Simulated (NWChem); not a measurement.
System: AlNH$_{3}$OCl; SMILES [Cl][Al]([OH])[NH2]

NWChem printed, in part:

```
             Northwest Computational Chemistry Package (NWChem) 7.3.0
             --------------------------------------------------------

                             Geometry "geometry" -> ""
                             -------------------------

 Output coordinates in angstroms (scale by  1.889725989 to convert to a.u.)

  No.       Tag          Charge          X              Y              Z
 ---- ---------------- ---------- -------------- -------------- --------------
    1 Al                  13.0000     0.08655800    -0.34261200     0.00000000
    2 Cl                  17.0000    -0.15739600     1.75041700     0.00000000
    3 O                    8.0000     1.68721200    -0.93146100     0.00000000
    4 H                    1.0000     1.88671600    -1.87496700     0.00000000
    5 N                    7.0000    -1.36772300    -1.35145100     0.00000000
    6 H                    1.0000    -1.39346100    -2.36278200     0.00000000
    7 H                    1.0000    -2.30528700    -0.96960900     0.00000000

 Effective nuclear repulsion energy (a.u.)     196.6397122948

  xc_inp: hfexch multiplicative factor not found.
                              NWChem Property Module
                              ----------------------

  itol2e modified to match energy
  convergence criterion.

                                 NWChem DFT Module
                                 -----------------

 Summary of "ao basis" -> "ao basis" (spherical)
 ------------------------------------------------------------------------------
       Tag                 Description            Shells   Functions and Types
 ---------------- ------------------------------  ------  ---------------------
 Al                          sto-3g                  5        9   3s2p
 Cl                          sto-3g                  5        9   3s2p
 O                           sto-3g                  3        5   2s1p
 H                           sto-3g                  1        1   1s
 N                           sto-3g                  3        5   2s1p

  itol2e modified to match energy
  convergence criterion.

            General Information
            -------------------
          SCF calculation type: DFT
          Wavefunction type:  closed shell.
          No. of atoms     :     7
          No. of electrons :    48
           Alpha electrons :    24
            Beta electrons :    24
          Charge           :     0
          Spin multiplicity:     1
          Use of symmetry is: off; symmetry adaption is: off
          Maximum number of iterations: 150
          AO basis - number of functions:    31
                     number of shells:    19
          Convergence on energy requested:  1.00D-07
          Convergence on density requested:  1.00D-05
          Convergence on gradient requested:  5.00D-04

              XC Information
              --------------
                     Hartree-Fock (Exact) Exchange  1.000

      Superposition of Atomic Density Guess
      -------------------------------------

 Sum of atomic energies:        -822.21086101

      Non-variational initial energy
      ------------------------------

 Total energy =    -822.275995
 1-e energy   =   -1536.808938
 2-e energy   =     517.893231
 HOMO         =      -0.139145
 LUMO         =       0.243321

   convergence    iter        energy       DeltaE   RMS-Dens  Diis-err
 ---------------- ----- ----------------- --------- --------- ---------
 d= 0,ls=0.0,diis     1   -822.9838454100 -1.02D+03  2.93D-02  5.17D-01
 d= 0,ls=0.0,diis     2   -823.0749100542 -9.11D-02  6.16D-03  2.99D-02
 d= 0,ls=0.0,diis     3   -823.0803366681 -5.43D-03  1.55D-03  8.15D-04
 d= 0,ls=0.0,diis     4   -823.0805688762 -2.32D-04  1.82D-04  1.12D-05
 d= 0,ls=0.0,diis     5   -823.0805723582 -3.48D-06  4.80D-05  9.99D-07
 d= 0,ls=0.0,diis     6   -823.0805726482 -2.90D-07  1.88D-05  5.89D-08
 d= 0,ls=0.0,diis     7   -823.0805726779 -2.97D-08  3.72D-06  2.44D-09

[...]

          -----------------------------------------
          Chemical Shielding Tensors (GIAO, in ppm)
          -----------------------------------------

                                NWChem CPHF Module
                                ------------------

  scftype          =     RHF
  nclosed          =       24
  nopen            =        0
  variables        =      168
  # of vectors     =        3
  tolerance        = 0.10D-03
  level shift      = 0.00D+00
  max iterations   =       50
  max subspace     =       30

 SCF residual:    1.1961888185374338E-005

Iterative solution of linear equations
  No. of variables      168
  No. of equations        3
  Maximum subspace       30
        Iterations       50
       Convergence  1.0D-04

   iter   nsub   residual    time
   ----  ------  --------  ---------
     1      3    1.16D+00       1.5
     2      6    1.13D-01       1.7
     3      9    2.09D-02       1.9
     4     12    4.41D-03       2.1
     5     15    8.22D-04       2.3
     6     18    1.28D-04       2.5
     7     21    1.79D-05       2.7

      Atom:    1  Al
        Diamagnetic
    779.5905     -0.6314     -0.0000
     -0.6314    783.7759     -0.0000
     -0.0000     -0.0000    776.6485

        Paramagnetic
   -258.7368      4.1553      0.0000
      4.1553   -321.7831     -0.0000
      0.0000     -0.0000   -297.0884

        Total Shielding Tensor
    520.8537      3.5239      0.0000
      3.5239    461.9929     -0.0000
      0.0000     -0.0000    479.5601

           isotropic =     487.4689
          anisotropy =      50.3926

          Principal Components and Axis System
                 1           2           3
              521.0639    479.5601    461.7826

      1         0.9982     -0.0000     -0.0595
      2         0.0595     -0.0000      0.9982
      3         0.0000      1.0000      0.0000

      Atom:    2  Cl
        Diamagnetic
   1128.5775     -0.7945      0.0000
     -0.7945   1136.7937     -0.0000
      0.0000     -0.0000   1128.1197

        Paramagnetic
    107.4157     18.4714      0.0000
     18.4714    -17.6189      0.0000
      0.0000      0.0000    183.0400

        Total Shielding Tensor
   1235.9932     17.6769      0.0000
     17.6769   1119.1748      0.0000
      0.0000      0.0000   1311.1597

           isotropic =    1222.1092
          anisotropy =     133.5756

          Principal Components and Axis System
                 1           2           3
             1311.1597   1238.6095   1116.5586

      1         0.0000      0.9892     -0.1464
      2         0.0000      0.1464      0.9892
      3         1.0000      0.0000      0.0000

      Atom:    3  O
        Diamagnetic
    391.7387    -13.9699      0.0000
    -13.9699    389.3580     -0.0000
      0.0000     -0.0000    360.9683

        Paramagnetic
    -24.8873     46.5457     -0.0000
     46.5457     19.7891     -0.0000
     -0.0000     -0.0000     90.1041

        Total Shielding Tensor
    366.8514     32.5759     -0.0000
     32.5759    409.1471     -0.0000
     -0.0000     -0.0000    451.0724

           isotropic =     409.0236
          anisotropy =      63.0732

          Principal Components and Axis System
                 1           2           3
              451.0724    426.8376    349.1608

      1        -0.0000      0.4772      0.8788
      2        -0.0000      0.8788     -0.4772
      3         1.0000      0.0000      0.0000

      Atom:    4  H
        Diamagnetic
     28.3833     -7.8960      0.0000
     -7.8960     42.5234     -0.0000
      0.0000     -0.0000     21.0666

        Paramagnetic
      4.4977      2.4884      0.0000
      2.4884      0.4616     -0.0000
      0.0000     -0.0000      6.7532

        Total Shielding Tensor
     32.8810     -5.4076      0.0000
     -5.4076     42.9851     -0.0000
      0.0000     -0.0000     27.8198

           isotropic =      34.5620
          anisotropy =      16.1572

          Principal Components and Axis System
                 1           2           3
               45.3334     30.5327     27.8198

      1        -0.3983      0.9172     -0.0000
      2         0.9172      0.3983     -0.0000
      3         0.0000      0.0000      1.0000

      Atom:    5  N
        Diamagnetic
    325.6092      4.3639     -0.0000
      4.3639    324.2975     -0.0000
     -0.0000     -0.0000    294.5299

        Paramagnetic
      3.3858    -22.2268      0.0000
    -22.2268     20.9501      0.0000
      0.0000      0.0000     21.3154

        Total Shielding Tensor
    328.9951    -17.8628      0.0000
    -17.8628    345.2476      0.0000
      0.0000      0.0000    315.8453

           isotropic =     330.0293
          anisotropy =      40.0747

          Principal Components and Axis System
                 1           2           3
              356.7458    317.4969    315.8453

      1        -0.5413      0.8409     -0.0000
      2         0.8409      0.5413     -0.0000
      3         0.0000      0.0000      1.0000

      Atom:    6  H
        Diamagnetic
     27.0548      2.1724     -0.0000
      2.1724     44.6515     -0.0000
     -0.0000     -0.0000     22.4363

        Paramagnetic
      3.4158     -0.9292     -0.0000
     -0.9292      1.3245      0.0000
     -0.0000      0.0000      3.0198

        Total Shielding Tensor
     30.4706      1.2431     -0.0000
      1.2431     45.9760      0.0000
     -0.0000      0.0000     25.4561

           isotropic =      33.9676
          anisotropy =      18.1612

          Principal Components and Axis System
                 1           2           3
               46.0750     30.3716     25.4561

      1         0.0794      0.9968      0.0000
      2         0.9968     -0.0794      0.0000
      3         0.0000      0.0000      1.0000

      Atom:    7  H
        Diamagnetic
     42.8872     -3.8916     -0.0000
     -3.8916     28.9187     -0.0000
     -0.0000     -0.0000     21.9617

[...]
```

Level: Hartree-Fock/STO-3G, GIAO. STO-3G and 3-21G are far too small for this property and stand as cheap habits. Structure relaxed at the B3LYP/6-31G* (spherical d) level. The printed shielding anisotropy is the first printed principal value minus the mean of the other two.

### Question
Reconstruct the input file.

### Answer
One answer among several that fit: the input that was run:
```
start job
memory heap 200 mb stack 900 mb global 1100 mb
geometry units angstroms noautosym nocenter noautoz
  Al     0.086558    -0.342612     0.000000
  Cl    -0.157396     1.750417     0.000000
  O      1.687212    -0.931461     0.000000
  H      1.886716    -1.874967     0.000000
  N     -1.367723    -1.351451     0.000000
  H     -1.393461    -2.362782     0.000000
  H     -2.305287    -0.969609     0.000000
end
basis spherical
  Al library sto-3g
  Cl library sto-3g
  O library sto-3g
  H library sto-3g
  N library sto-3g
end
dft
  xc hfexch
  iterations 150
end
property
  shielding
end
task dft property
```
